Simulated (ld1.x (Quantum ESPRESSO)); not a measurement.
# Building the PAW potential for Nb (Z = 41) (PBEsol, scalar-relativistic).

ld1.x (Quantum ESPRESSO) 7.5 input, shortened:

```
&input
   title='Nb', zed=41., rel=1, dft='PBESOL', iswitch=3,
   config='[Kr] 4d4 5s1 5p0'
 /
 &inputp
   pseudotype=3, lpaw=.true., tm=.true., lloc=-2, rcloc=1.40,
   nlcc=.true., new_core_ps=.true., rcore=1.80,
   which_augfun='BESSEL', rmatch_augfun=1.50
 /
6
4S  1  0   2.00   0.00  1.60  1.70  0.0
5S  2  0   1.00   0.00  1.60  1.70  0.0
4P  2  1   6.00   0.00  1.75  1.90  0.0
5P  3  1   0.00   0.00  1.75  1.90  0.0
4D  3  2   4.00   0.00  1.85  2.15  0.0
4D  3  2   0.00   0.20  1.85  2.15  0.0
 &test
   configts(1)='4s2 4p6 4d4 5s1 5p0'
 /
```

All-electron outer shells of the reference configuration (PBEsol, scalar-relativistic, ld1.x):

```csv
shell,level (eV),outermost node (bohr),outermost maximum (bohr)
3p,-346.57,0.17,0.39
3d,-196.29,–,0.33
4s,-58.35,0.53,1.04
4p,-34.49,0.54,1.12
5s,-4.01,1.41,3.08
4d,-3.06,0.55,1.51
5p,-1.09,1.63,4.21
```

(1) Estimate the cutoffs (Ry, on a coarse ladder) from which the occupation-weighted sum of valence levels, in a spherical-Bessel basis at the reference potential, stays within 10 and 1 mRy of its value at 400 Ry.

(2) Does the potential have ghost states?

(3) Is the overlap operator S = 1 + Σ q|β⟩⟨β| positive definite (Bessel basis up to 400 Ry)?

(4) Tests: 4s2 4p6 4d4 5s0 5p0; 4s2 4p6 4d3 5s0 5p0; 4s2 4p6 4d2 5s0 5p0; 4s2 4p6 4d5 5s0 5p0; 4s2 4p6 4d4 5s0 5p1; 4s2 4p6 4d1 5s0 5p0; 4s2 4p6 4d3 5s1 5p0. Which has the largest error in its energy relative to the reference configuration, and how large is it?

## Answers

(1) 25 Ry and 40 Ry.

(2) No extra level below or beside the all-electron valence levels (s, p, d, f tested).

(3) Yes: its lowest eigenvalue is 0.08 (p channel).

(4) 4s2 4p6 4d1 5s0 5p0, with -8.2 meV (all-electron minus pseudo) on +82.25 eV.
